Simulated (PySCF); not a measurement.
B(Me)(OMe)(OEt), SMILES CCOB(OC)C (GFN2-xTB optimised geometry):

```
18

B     -0.942     0.186     0.000
C     -1.866     1.499     0.000
H     -2.506     1.519    -0.880
H     -1.296     2.423     0.012
H     -2.524     1.507     0.867
O     -1.461    -1.071    -0.001
C     -2.839    -1.339     0.001
H     -3.331    -0.903    -0.873
H     -2.959    -2.423    -0.024
H     -3.318    -0.945     0.903
O      0.411     0.186     0.000
C      1.225     1.335    -0.001
C      2.687     0.908    -0.014
H      1.007     1.949    -0.885
H      1.020     1.939     0.893
H      2.890     0.313    -0.901
H      3.331     1.783    -0.014
H      2.903     0.303     0.862
```

Calculation: CAM-B3LYP/def2-SVP run with PySCF.

**Question.** What are the frontier orbital energies and the dipole moment?

**Answer.** HOMO-2 -10.37 eV, HOMO-1 -9.50 eV, HOMO -9.12 eV, LUMO 2.47 eV, LUMO+1 2.64 eV; dipole moment 1.91 D.

On the same geometry PBE/def2-SVP run with PySCF 2.14.0 gives HOMO-2 -7.25 eV, HOMO-1 -6.48 eV, HOMO -6.15 eV, LUMO 0.49 eV, LUMO+1 0.81 eV; dipole moment 1.69 D.

Meta-Löwdin charges at CAM-B3LYP/def2-SVP: B1 0.42, C2 -0.44, H3 0.11, H4 0.10, H5 0.11, O6 -0.38, C7 -0.06, H8 0.09, H9 0.11, H10 0.09, O11 -0.38, C12 0.06, C13 -0.28, H14 0.08, H15 0.08, H16 0.10, H17 0.10, H18 0.10.
